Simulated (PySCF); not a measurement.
# A thermochemical cycle for BeH

r²SCAN in PySCF with def2-SVPD on every atom, for the lowest determinant that a PBE0 search found; no spin–orbit coupling. BeH, a doublet (σ ↑), has De = 2.65 eV to neutral atoms, and BeH⁺, a singlet (closed shell), has De = 2.99 eV to Be⁺ + H.

At the same level the Be atom ionises at 8.74 eV.

Problem. What is the adiabatic ionisation energy of the molecule, and does ionisation strengthen or weaken the bond?

Solution. IE = IE(Be) + De(neutral) − De(ion) = 8.74 + 2.65 − 2.99 = 8.40 eV. De changes by +0.34 eV, so ionisation strengthens the bond.

For an ion De counts to the pair picked by the measured ionisation energies or electron affinities, which need not be the lowest pair at this level. States were picked by a PBE0 search and need not be the measured ground states.
